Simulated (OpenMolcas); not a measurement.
V II: effect of the active space

* Program: OpenMolcas
* Method: CASSCF
* Basis: ANO-RCC-VQZP
* Scalar Hamiltonian: DKH2, point nucleus
* Spin-orbit coupling: RASSI with atomic mean-field integrals over the reference wave functions, term energies averaged over their components

A. 4 electrons in 5 orbitals (3d); 2S+1 = 5 even, 5 roots; 2S+1 = 3 even, 45 roots; 2S+1 = 1 even, 50 roots (44 in the spin-orbit step); cost of the order of 40 core-seconds
B. 4 electrons in 6 orbitals (3d 4s); 2S+1 = 5 even, 15 roots; 2S+1 = 3 even, 80 roots kept (CI in the orbitals of an earlier block); 2S+1 = 1 even, 63 roots kept (CI in the orbitals of an earlier block); cost about 60 core-seconds
C. 4 electrons in 11 orbitals (3d 4s 4d); 2S+1 = 5 even, 15 roots; 2S+1 = 3 even, 49 roots kept (CI in the orbitals of an earlier block); 2S+1 = 1 even, 9 roots kept (CI in the orbitals of an earlier block); cost roughly 50 core-seconds

Energies in cm⁻¹ above 3d⁴ ⁵D₀, the measured ground level; measured values from NIST Handbook of Basic Atomic Spectroscopic Data.

| Level | A | B | C | Measured |
| --- | --- | --- | --- | --- |
| 3d⁴ ⁵D₀ | 0.0 | 0.0 | 0.0 | 0.0 |
| 3d⁴ ⁵D₁ | 39.2 | 42.6 | 39.5 | 36.0 |
| 3d⁴ ⁵D₂ | 117 | 127 | 116 | 107 |
| 3d⁴ ⁵D₃ | 231 | 251 | 231 | 209 |
| 3d⁴ ⁵D₄ | 379 | 412 | 380 | 339 |
| 3d⁴ ³H₄ | 15761 | 17333 | 14544 |  |
| 3d⁴ ³H₅ | 15840 | 17419 | 14629 |  |
| 3d⁴ ³H₆ | 15932 | 17519 | 14738 |  |

B puts 3d³ 4s ⁵F₁ lowest.

Deviations, from unrounded energies. A percentage is the sum of absolute deviations over the sum of measured energies, with the sign that they share, or ± where signs differ.

```
                  Against measurement  Levels      A      B      C
       mean absolute deviation (cm-1)       4     19     35     19
fine structure of the ground term (%)       4  +10.8  +20.4  +10.9
```

A, C lie about equally close to measurement and B furthest from it. The largest miss of A in the table is 3d⁴ ⁵D₄, by +40 cm-1. The ranking rests on the paired levels alone, and a cruder setting can come out closer through cancelling errors.

The spin-orbit steps hold different terms of 3d⁴ (B lacks ¹F, a ¹G, a ³F, a ³P; C lacks among others ¹D, ¹F, ¹G, ¹I, ¹S), which shifts levels as well.

Among A to C the level of the table that moves most is 3d⁴ ³H₅, by 2800 cm-1 (lowest in C, highest in B).

Without dynamic correlation excited terms often stand tens of per cent too high (terms of higher spin than the ground term too low), and those without a measured partner can miss by more than the paired ones. Some high roots are left out of the spin-orbit mixing, which shifts the levels that they would mix with (holds for A). Terms from blocks run as CI alone lack orbitals of their own (holds for B; C). The lowest computed level is not the ground level that NIST lists (5D0) (holds for B). Configurations are named by rounded mean occupations; where the s occupation lies near a half they are strongly mixed, a name can repeat and a true partner stay unpaired (holds for B). Active for correlation alone: 4d; no level in the range computed is led by a configuration that fills it, so any true level of that kind is missing (holds for C). Computed and measured levels are paired by configuration, term and J; levels that our copy of the source lacks, or whose pairing is in doubt (as where it misses far off the trend of its configuration), stay unpaired and out of the deviations. Only configurations of the active space appear. The table leaves out levels that lie high or whose names do not pair safely across all columns.
